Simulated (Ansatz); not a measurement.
ZrClF₃. Charge 0, multiplicity 3. Geometry PBE-D4/def2-SVP, that of the neutral singlet; atoms count from 1.

```xyz
5

Zr   -0.015   -0.076    0.025
Cl    0.411    2.124   -0.696
F    -1.848   -0.259    0.502
F     1.063   -0.483    1.540
F     0.388   -1.306   -1.370
```

In the def2 sets Zr takes a core potential; there is no spin–orbit coupling. At PBE0-D4/def2-TZVP a singlet of charge 0 lies 6.70 eV below the triplet at the same geometry.

Q: Estimate the Mulliken populations from the PBE0/def2-TZVP orbitals of Ansatz.

A: 
```csv
atom,charge (e),spin (α − β),d electrons
Zr1,1.31,0.90,2.17
Cl2,0.11,1.00,–
F3,-0.47,0.05,–
F4,-0.48,-0.01,–
F5,-0.47,0.05,–
```
Mulliken values depend strongly on the basis.

Q: Where does the spin sit?

A: Summed by element: Zr 0.90, Cl 1.00, F 0.10, of 2 unpaired in all. Largest on single atoms: Cl2 1.00, Zr1 0.90, F3 0.05.

Q: And the Mayer bond orders between heavy atoms (over 0.3)?

A: Zr1–Cl2 0.50 (2.35 Å); Zr1–F3 0.83 (1.90 Å); Zr1–F4 0.88 (1.90 Å); Zr1–F5 0.83 (1.90 Å).
